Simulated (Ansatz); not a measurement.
**Molecular dynamics of BClFH3S**

The input (input.yaml):

```yaml
crystal:
  periodic: [false, false, false]
  atoms:
    - { symbol: B, position_ang: [-0.058731, -0.274396, 0.04089] }
    - { symbol: H, position_ang: [-0.33535, 0.050435, 1.304722] }
    - { symbol: F, position_ang: [1.109269, 0.292283, -0.300351] }
    - { symbol: Cl, position_ang: [-1.538077, 0.080684, -0.910731] }
    - { symbol: S, position_ang: [0.263471, -2.290426, 0.31478] }
    - { symbol: H, position_ang: [-1.045862, -2.614285, 0.228752] }
    - { symbol: H, position_ang: [-0.10072, -0.996094, 1.289537] }
basis:
  gaussian: { orbitals: def2-SVP }
hamiltonian:
  xc: r2scan
  dispersion: d4
md:
  timestep: 0.5
  n_steps: 200
  ensemble: nve
  temperature: 100.0
  initial_velocities: maxwell_boltzmann
  seed: 10674
```

Command:

```bash
$ ansatz run input.yaml --threads 2 --pin off --max-ram 3072MiB --backend cpu --events-out ev --progress --plain --runs-dir out
```

It starts at the highest image of a converged band, a first-order saddle point between two minima.

Output, in part (step lines, the closing report, with atoms numbered from 0):

```
md step     0: t =     0.00 fs  T =   100.0 K  F+E_penalty+E_count = -26788.53942585 eV  E_kin = 0.064630 eV  conserved = -26788.47479585 eV  (27 SCF iters)
md step     1: t =     0.50 fs  T =    99.2 K  F+E_penalty+E_count = -26788.53888109 eV  E_kin = 0.064089 eV  conserved = -26788.47479206 eV  (31 SCF iters)
md step     2: t =     1.00 fs  T =    96.8 K  F+E_penalty+E_count = -26788.53731467 eV  E_kin = 0.062535 eV  conserved = -26788.47478000 eV  (30 SCF iters)
md step     3: t =     1.50 fs  T =    93.1 K  F+E_penalty+E_count = -26788.53491684 eV  E_kin = 0.060155 eV  conserved = -26788.47476225 eV  (30 SCF iters)
md step     4: t =     2.00 fs  T =    88.6 K  F+E_penalty+E_count = -26788.53197264 eV  E_kin = 0.057231 eV  conserved = -26788.47474135 eV  (30 SCF iters)
md step     5: t =     2.50 fs  T =    83.7 K  F+E_penalty+E_count = -26788.52881432 eV  E_kin = 0.054093 eV  conserved = -26788.47472098 eV  (30 SCF iters)
md step     6: t =     3.00 fs  T =    79.0 K  F+E_penalty+E_count = -26788.52576490 eV  E_kin = 0.051061 eV  conserved = -26788.47470432 eV  (30 SCF iters)
md step     7: t =     3.50 fs  T =    74.9 K  F+E_penalty+E_count = -26788.52309004 eV  E_kin = 0.048397 eV  conserved = -26788.47469308 eV  (31 SCF iters)
[... lines left out ...]
Total energy: -26789.75595082 eV, -984.5053724440 hartree
Atom 0 at     0.024417    -0.706721    -0.346462 Å, force     0.116432     2.883017    -0.134191 eV/Å
Atom 1 at    -0.870965     4.817972     6.018165 Å, force     0.079874    -0.240547     0.055206 eV/Å
Atom 2 at     1.039941     0.188911    -0.194840 Å, force    -0.800715    -1.193872    -0.256140 eV/Å
Atom 3 at    -1.507668     0.023350    -0.906364 Å, force     0.311607    -0.428214     0.122663 eV/Å
Atom 4 at     0.289009    -2.368477     0.091597 Å, force     0.672150    -1.329807     0.469278 eV/Å
Atom 5 at    -0.975934    -2.808813     0.057153 Å, force    -0.299484     0.068895    -0.201573 eV/Å
Atom 6 at    -1.101760     5.514375     5.857990 Å, force    -0.079864     0.240527    -0.055244 eV/Å
Dipole moment:    -0.195483    -0.337546     0.033818 e Å
```

The steps, from the saved trajectory:

```csv
time (fs),T (K),potential energy less start (eV),conserved less start (meV/atom)
0,100,0.000,0.00
3,79,0.014,0.01
6,69,0.020,0.02
9,103,-0.002,0.02
12,210,-0.071,0.02
15,395,-0.191,0.02
18,685,-0.378,0.02
21,1052,-0.615,0.01
24,1441,-0.867,-0.02
27,1775,-1.083,-0.03
30,1994,-1.224,-0.03
33,2064,-1.270,-0.01
36,2028,-1.246,-0.01
39,1910,-1.170,-0.02
42,1726,-1.051,-0.01
45,1524,-0.920,0.02
48,1419,-0.853,0.04
51,1452,-0.874,0.02
54,1596,-0.967,-0.01
57,1752,-1.068,-0.01
60,1884,-1.153,0.00
63,1983,-1.217,0.01
66,2042,-1.255,-0.01
69,2027,-1.246,-0.03
72,1909,-1.169,-0.02
75,1716,-1.044,0.01
78,1532,-0.925,0.02
81,1419,-0.852,0.02
84,1428,-0.858,0.01
87,1572,-0.951,0.01
90,1793,-1.094,0.00
93,1975,-1.212,-0.02
96,2020,-1.241,-0.02
99,1995,-1.225,-0.01
```

The run went to its last step. The conserved energy stayed within 0.04 meV per atom of its start (net change -0.0023 meV per atom), so the integration is sound. The kinetic energy rose, since the run started high on the potential surface and went downhill. It ends in pieces (BClFHS + H2), so much of that is their flight and rotation, not heat. A run of 0.1 ps of so small a system gives no equilibrium averages. The orbitals stay closed-shell, which can raise the energy where a bond breaks towards radicals; this wasn't checked here.

Between its relaxed ends the band would form B1–S5, H2–H7 and break B1–H2, S5–H7. These pairs go: B1–S5 2.06 → 1.74 Å, H2–H7 1.07 → 0.75 Å, B1–H2 1.33 → 8.48 Å, S5–H7 1.66 → 9.87 Å. In the last frame they stand as after the step (other bonds may differ from the relaxed reactants and products). It ends as BClFHS + H2. Pairs count as bonded within 1.25 times the sum of covalent radii (0.12 Å more for H–H).

Last frame:

```xyz
7
Properties=species:S:1:pos:R:3
B 0.024 -0.707 -0.346
H -0.871 4.818 6.018
F 1.040 0.189 -0.195
Cl -1.508 0.023 -0.906
S 0.289 -2.369 0.092
H -0.976 -2.809 0.057
H -1.102 5.514 5.858
```

Run time: 6.6 min on 2 threads of Arm Neoverse V2 (shared host), peak memory 0.17 GiB.
